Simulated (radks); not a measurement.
Isoelectronic series with 21 electrons, each ion in its NIST ground configuration. Calculated with a radial shooting solver on a logarithmic mesh with Libxc functionals: scalar-relativistic Kohn-Sham, BLYP, spin-unpolarised, spherical densities, point nucleus. Total energies (hartree) and orbital eigenvalues (eV):

ion	configuration	E (hartree)	3d	3p	3s
Sc	[Ar] 3d1 4s2	-764.31032	-3.1056	-33.3837	-54.7299
Fe5+	[Ar] 3d3	-1265.91017	-85.7830	-140.8246	-175.5683
Ga10+	[Ar] 3d3	-1904.10181	-260.2509	-341.3380	-392.1863
Kr15+	[Ar] 3d3	-2680.35476	-513.1520	-620.9191	-690.2185
Nb20+	[Ar] 3d3	-3597.38568	-843.0604	-979.1122	-1070.064
Pd25+	[Ar] 3d3	-4658.60784	-1249.623	-1416.445	-1533.464
Sb30+	[Ar] 3d3	-5868.14153	-1732.847	-1933.854	-2082.912
Ba35+	[Ar] 3d3	-7230.8896	-2292.925	-2532.550	-2721.572
Pm40+	[Ar] 3d3	-8752.6529	-2930.165	-3213.977	-3453.329
Dy45+	[Ar] 3d3	-10440.2875	-3644.966	-3979.806	-4282.892
Lu50+	[Ar] 3d3	-12301.9161	-4437.802	-4831.931	-5215.963
Os55+	[Ar] 3d3	-14347.2140	-5309.215	-5772.476	-6259.458
Tl60+	[Ar] 3d3	-16587.8013	-6259.812	-6803.808	-7421.826
